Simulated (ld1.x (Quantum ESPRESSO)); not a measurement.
**What one change does to a pseudopotential (B (Z = 5), TM)**

- Element: boron (B)
- Generator: ld1.x (Quantum ESPRESSO) 7.5
- Type: norm-conserving Troullier–Martins (Kleinman–Bylander form)
- Functional: PBE
- Relativity: scalar-relativistic
- Frozen core: [He]
- Valence charge: 3
- Reference configuration: 2s2 2p1
- Partial waves: 2s (bound): rc 1.10 bohr; 2p (bound): rc 3.35 bohr
- Local potential: all-electron potential smoothed inside 2.15 bohr (lloc = -2)
- Core correction: none

All-electron outer shells of the reference configuration (PBE, scalar-relativistic, ld1.x):

```csv
shell,level (eV),outermost node (bohr),outermost maximum (bohr)
1s,-180.59,–,0.21
2s,-9.44,0.46,1.52
2p,-3.61,–,1.57
```

Change: local potential all-electron potential smoothed inside 2.54 bohr (lloc = -2).

Cutoffs: the cutoffs (Ry, on a coarse ladder) from which the occupation-weighted sum of valence levels, in a spherical-Bessel basis at the reference potential, stays within 10 and 1 mRy of its value at 400 Ry; they do not see the model core or the augmentation charge, which bear on the density cutoff. Errors are all-electron minus pseudo energies relative to the spin-unpolarised reference configuration.

Problem. Predict the effect on cutoff, ghosts and configuration errors.

Solution. The potential gets softer (25 Ry and 70 Ry → 21 Ry and 70 Ry); the bound ghost in s disappears; of the 7 tests that both files solve, the error grows in 4 and shrinks in 1 by more than 15 % and 0.3 meV (median size 78.3 → 66.4 meV). In the separable form a ghost depends on how the local part lies against the semilocal potential of the channel, so the choice of the local part can create or remove one.

```csv
quantity,base,changed
"cutoff, loose",25 Ry,21 Ry
"cutoff, tight",70 Ry,70 Ry
bound ghosts,s,none
"error for 2s2 2p0, meV [ΔE 8.22 eV]",+78,+135
"error for 2s1 2p0, meV [ΔE 33.64 eV]",+245,+417
"error for 2s2 2p0.5, meV [ΔE 2.89 eV]",+9.5,+19
"error for 2s2 2p1.3, meV [ΔE -0.74 eV]",+0.4,+1.7
"error for 2s1 2p2, meV [ΔE 5.85 eV]",-20,-20
"error for 2s1 2p1, meV [ΔE 14.36 eV]",-90,-66
"error for 2s0 2p3, meV [ΔE 11.72 eV]",-80,-80
s: phases at 3.66 bohr within 0.05 rad from the reference energy up to (Ry; the scan ends near 5),n/a,0.5
p: phases at 3.66 bohr within 0.05 rad from the reference energy up to (Ry; the scan ends near 5),0.5,0.5
```

 A true bound ghost makes a file unfit for plane-wave use even where its test errors are small: the radial tests pick states by their node count and pass the ghost by.
